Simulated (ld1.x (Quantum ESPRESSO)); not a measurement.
Varying the RRKJ potential for W

Base potential:

tungsten, norm-conserving RRKJ (Kleinman–Bylander form), made with ld1.x (Quantum ESPRESSO) 7.5 (PBE, scalar-relativistic). Core [Xe] 4f14, reference 5d4 6s1.5 6p0 (charge +0.5). Waves: 6p (bound, empty): rc 2.95 bohr; 5d (bound): rc 2.35 bohr; 6s (bound): rc 2.50 bohr. Local part: the s channel. Core correction: none.

Cutoffs, loose and tight: the cutoffs (Ry, on a coarse ladder) from which the occupation-weighted sum of valence levels, in a spherical-Bessel basis at the reference potential, stays within 10 and 1 mRy of its value at 400 Ry. They do not see the model core or the augmentation charge, which bear on the density cutoff. Test errors are all-electron minus pseudo excitation energies from the reference, over the configurations 5d4 6s2 6p0; 5d4 6s1 6p0; 5d4 6s0 6p0; 5d5 6s1 6p0; 5d4 6s1 6p1; 5d4 6s0 6p2; 5d4 6s0 6p1. A dash means not determined; rows that change the core or the reference have their own tests.

```tsv
change	outcome	cutoff, loose	cutoff, tight	bound ghosts	largest test error (meV)
base	generated	25 Ry	30 Ry	none	+61
fully relativistic	failed: compute_phi: phi has nodes before r_c	–	–	–	–
core [Kr] 4d10 4f14, valence charge 14; reference 5s2 5p6 5d4 6s2 6p0; waves now 5p (bound): rc 0.45 bohr; 5d (bound): rc 1.75 bohr; 5s (bound): rc 1.00 bohr	failed: compute_phi: phi has nodes before r_c	–	–	–	–
reference 5d4 6s1 6p0	generated	25 Ry	30 Ry	none	+57
wave 6s (bound): rc 2.50 bohr becomes 6s (bound): rc 2.00 bohr	generated	30 Ry	50 Ry	none	+75
core correction a·sin(br)/r model core inside 2.08 bohr	generated	25 Ry	30 Ry	none	-38
```

What comes out with this change to the base: wave 5d (bound): rc 2.35 bohr becomes 5d (bound): rc 2.64 bohr?

outcome: generated; cutoff, loose: 21 Ry; cutoff, tight: 25 Ry; bound ghosts: none; largest test error (meV): +61.
